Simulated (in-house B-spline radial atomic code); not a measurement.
Ionisation energies along the 15-electron series, configuration 1s2 2s2 2p6 3s2 3p1/2(2) 3p3/2(1), as differences of self-consistent energies. Dirac energy differences include first-order Breit, QED and recoil terms. NIST's values go from ground level to ground level; the uncertainty of those that are theory runs from under 0.1 % in few-electron ions to several per cent in heavy many-electron ones. Computed with a radial B-spline atomic code at the basis-set limit: Dirac-Hartree-Fock, jj configuration that fills j = l - 1/2 first, finite nuclei.

A number in brackets counts the electrons of a j subshell.

| ion | configuration after | ionisation energy (eV) | IE/(q+1)² (eV) | -ε less Coulomb ΔSCF (eV) | Breit and QED recoil part (eV) | tabulated value (eV) | tabulated kind | computed minus tabulated (eV) |
| --- | --- | --- | --- | --- | --- | --- | --- | --- |
| P | [Ne] 3s2 3p1/2(2) | 9.06 | 9.0576 | 0.19244 | 0.001195 | 10.48669 | measured | -1.43 |
| S+ | [Ne] 3s2 3p1/2(2) | ? | ? | ? | ? | ? | measured | ? |
| Cl2+ | [Ne] 3s2 3p1/2(2) | 37.55 | 4.1721 | - | -0.0018047 | 39.8 | semi-empirical | -2.25 |
| Ar3+ | [Ne] 3s2 3p1/2(2) | 56.81 | 3.5508 | - | -0.0047489 | 59.58 | semi-empirical | -2.77 |
| K4+ | [Ne] 3s2 3p1/2(2) | ? | ? | ? | ? | ? | semi-empirical | ? |
| Ca5+ | [Ne] 3s2 3p1/2(2) | 104.92 | 2.9145 | - | -0.014259 | 108.78 | semi-empirical | -3.86 |
| Sc6+ | [Ne] 3s2 3p1/2(2) | 133.68 | 2.7283 | 0.046127 | -0.020984 | 137.99 | semi-empirical | -4.31 |

Problem. Fill in the row of S+.

Solution. ionisation energy (eV): 21.58; IE/(q+1)² (eV): 5.3945; -ε less Coulomb ΔSCF (eV): 0.063412; Breit and QED recoil part (eV): 0.00014496; tabulated value (eV): 23.33788; computed minus tabulated (eV): -1.76.

Problem. Fill in the row of K4+.

Solution. ionisation energy (eV): 79.29; IE/(q+1)² (eV): 3.1715; Breit and QED recoil part (eV): -0.0088755; tabulated value (eV): 82.66; computed minus tabulated (eV): -3.37.

Problem. How far is this level of theory from the measured and semi-empirical values?

Solution. Over those 7 rows the differences run from -4.31 to -1.43 eV (mean absolute value 2.8 eV). The calculation leaves out correlation and, in open shells, the multiplet splittings that an average leaves out.
